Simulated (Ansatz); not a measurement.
## Relaxing a trial structure of AlClH2OSi

The starting geometry of this gas-phase singlet was optimised with GFN2-xTB; its bonds are those of `[AlH2][O][Si]Cl`.

```xyz
6

Al   -2.6800    1.9312    2.0653
Cl   -2.7416   -1.6379    3.7514
O    -2.4719    0.3194    1.6967
Si   -2.3522   -1.2984    1.7633
H    -1.4620    2.7662    2.4827
H    -4.0921    2.5321    2.0376
```

Task: Predict what it relaxes into with B3LYP-D3(BJ)/def2-SVP.

Result: A new bond forms, giving a structure with Cl2 bridging Al1 and Si4, given below by its coordinates. Distances that change by over a tenth: Cl2–Si4 (2.05 → 2.36 Å). Contacts that close: Al1–Cl2 (3.95 → 2.46 Å).

The energy falls by 0.39 eV over 17 steps:

| step | E − E(last) (eV) |
| --- | --- |
| 1 | 0.390 |
| 3 | 0.239 |
| 5 | 0.237 |
| 6 | 0.236 |
| 8 | 0.229 |
| 10 | 0.184 |
| 12 | 0.028 |
| 13 | 0.009 |
| 15 | 0.000 |
| 17 | 0.000 |

Final geometry (Å):

```xyz
6

Al   -2.7004    1.5406    2.3305
Cl   -2.8151   -0.4506    3.7719
O    -2.3588    0.2856    1.0518
Si   -2.3415   -1.2290    1.5945
H    -1.4199    2.3420    2.7839
H    -4.1642    2.1240    2.2645
```

Frequencies at the end are all real (lowest 154 cm⁻¹). Run with Ansatz 0.2.0, 77 s on 1 thread of Arm Neoverse N1 (shared host).
